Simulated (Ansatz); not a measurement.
Ansatz results at the PBE0-D4/def2-TZVP geometry: HOMO–LUMO gap (PBE0/def2-TZVPP) 6.07 eV; size of the dipole moment (ωB97M-V/def2-TZVPP) 0.24 D; size of the dipole moment (PBE/def2-TZVPP) 0.26 D.

Each molecule was computed in one conformer, which needn't be the lowest.

**Question.** Which molecule gave them?
A. `[NH2][In]([NH2])[Cl]`
B. `[F][In]([SH])[O][SiH3]`
C. `[SiH3][O][In]([Cl])[Cl]`
D. `[OH][InH][F]`

**Answer.** C. The others give `[OH][InH][F]`: 7.49, 4.17, 3.91; `[F][In]([SH])[O][SiH3]`: 5.95, 1.98, 1.96; `[NH2][In]([NH2])[Cl]`: 6.25, 2.82, 2.87.
